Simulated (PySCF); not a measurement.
3,3,3-trifluoropropylamine, C₃H₆F₃N.
Cartesian coordinates in Å at the PBE0-D3(BJ)/def2-SVP level; atoms count from 1:
```xyz
13
C3H6F3N angstrom
N      2.1404    0.1261   -0.0197
C      0.8169    0.2822    0.5335
C     -0.3243   -0.2474   -0.3388
C     -1.6887   -0.0509    0.2629
F     -2.6523   -0.5150   -0.5394
F     -1.8084   -0.6850    1.4365
F     -1.9456    1.2446    0.4864
H      2.2262    0.6184   -0.9063
H      2.3458   -0.8530   -0.2068
H      0.7780   -0.2197    1.5140
H      0.6403    1.3508    0.7370
H     -0.3265    0.2566   -1.3182
H     -0.2026   -1.3262   -0.5253
```

Computed with core-valence-separated Tamm–Dancoff BHandHLYP/aug-pcX-1 (pcseg-1 on H) in PySCF, non-relativistic, gas phase, PBE0-D3(BJ)/def2-SVP geometry. Absolute energies from this functional tend to lie a few eV below measured edges; no shift was applied.

The lowest roots of each edge with f over 0.003 (five at most, numbered afresh; weaker and dark ones are left out), with transition dipoles (au) in the frame of the coordinates:

```json
{"root": "1", "edge": "C", "E (eV)": "285.99", "f": "0.0208", "μx": "0.0040", "μy": "-0.0242", "μz": "-0.0486"}
{"root": "2", "edge": "C", "E (eV)": "286.52", "f": "0.0331", "μx": "0.0049", "μy": "-0.0611", "μz": "0.0308"}
{"root": "3", "edge": "C", "E (eV)": "286.55", "f": "0.0167", "μx": "0.0228", "μy": "-0.0178", "μz": "-0.0392"}
{"root": "4", "edge": "C", "E (eV)": "287.14", "f": "0.0294", "μx": "-0.0053", "μy": "0.0575", "μz": "-0.0291"}
{"root": "5", "edge": "C", "E (eV)": "287.26", "f": "0.0072", "μx": "0.0294", "μy": "-0.0036", "μz": "-0.0118"}
{"root": "6", "edge": "N", "E (eV)": "399.25", "f": "0.0140", "μx": "0.0089", "μy": "-0.0152", "μz": "-0.0335"}
{"root": "7", "edge": "N", "E (eV)": "400.23", "f": "0.0346", "μx": "-0.0044", "μy": "0.0535", "μz": "-0.0254"}
{"root": "8", "edge": "N", "E (eV)": "401.25", "f": "0.0058", "μx": "-0.0085", "μy": "-0.0103", "μz": "-0.0203"}
{"root": "9", "edge": "N", "E (eV)": "401.50", "f": "0.0031", "μx": "-0.0152", "μy": "0.0027", "μz": "0.0085"}
{"root": "10", "edge": "N", "E (eV)": "402.32", "f": "0.0038", "μx": "-0.0184", "μy": "-0.0006", "μz": "-0.0068"}
{"root": "11", "edge": "F", "E (eV)": "687.27", "f": "0.0244", "μx": "-0.0068", "μy": "0.0370", "μz": "-0.0059"}
{"root": "12", "edge": "F", "E (eV)": "687.28", "f": "0.0188", "μx": "-0.0107", "μy": "-0.0012", "μz": "0.0316"}
{"root": "13", "edge": "F", "E (eV)": "687.42", "f": "0.0174", "μx": "0.0254", "μy": "0.0101", "μz": "0.0170"}
{"root": "14", "edge": "F", "E (eV)": "687.76", "f": "0.0238", "μx": "0.0283", "μy": "0.0125", "μz": "0.0213"}
{"root": "15", "edge": "F", "E (eV)": "687.98", "f": "0.0273", "μx": "-0.0002", "μy": "-0.0331", "μz": "0.0229"}
```

Molecules are fixed in this frame and the field points along (0, 1, 1)/√2. What effective strengths 3 f cos²θ do the roots have (θ between field and μ)?

root 1 (C3): 0.056, root 2 (C3): 0.010, root 3 (C2): 0.034, root 4 (C2): 0.009, root 5 (C3): 0.003, root 6 (N1): 0.035, root 7 (N1): 0.012, root 8 (N1): 0.014, root 9 (N1): 0.002, root 10 (N1): 0.001, root 11 (F6/F7): 0.024, root 12 (F6/F7): 0.023, root 13 (F5): 0.018, root 14 (F5): 0.029, root 15 (F6/F7): 0.003. Root 1 is the strongest. Averaged over all orientations cos²θ is 1/3, which gives f back.

One conformer stands for the species.
